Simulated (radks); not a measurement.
Values are calculated unless marked as measured or tabulated.
The sulfur anion S2-, [Ar], held by a Watson sphere: a shell of charge +2 at radius R that stands for the Madelung well of a crystal (potential energy -2/R inside, -2/r outside, in hartree with lengths in bohr). Code: a radial shooting solver on a logarithmic mesh with Libxc functionals. Model: non-relativistic Kohn-Sham, PBE, spin-polarised, spherical densities, point nucleus. Response by self-consistent Sternheimer equations with the Hartree and adiabatic LDA kernel. The sphere does not respond.

| R (bohr) | e(2p) (eV) | e(3s) (eV) | e(3p) (eV) | <r> 3p (bohr) | sum of <r^2> (bohr^2) | X-ray form factor at sin(theta)/lambda = 0.2 1/angstrom | alpha (bohr^3) |
|---|---|---|---|---|---|---|---|
| 1.9 | -153.48 | -18.696 | -8.663 | 2.037 | 38.40 | 11.582 | 21.91 |
| 2.16 | -153.34 | -17.873 | -8.142 | 2.108 | 40.85 | 11.424 | 25.36 |
| 2.64 | -153.16 | -16.500 | -7.121 | 2.230 | 45.30 | 11.219 | 33.64 |
| 2.95 | -152.98 | -15.732 | -6.476 | 2.301 | 48.06 | 11.138 | 40.47 |
| 3.55 | -152.47 | -14.495 | -5.341 | 2.423 | 53.14 | 11.057 | 57.62 |
| 4.02 | -152.03 | -13.722 | -4.579 | 2.507 | 56.95 | 11.036 | 75.46 |
| 4.4 | -151.68 | -13.198 | -4.042 | 2.568 | 59.98 | 11.032 | 93.49 |
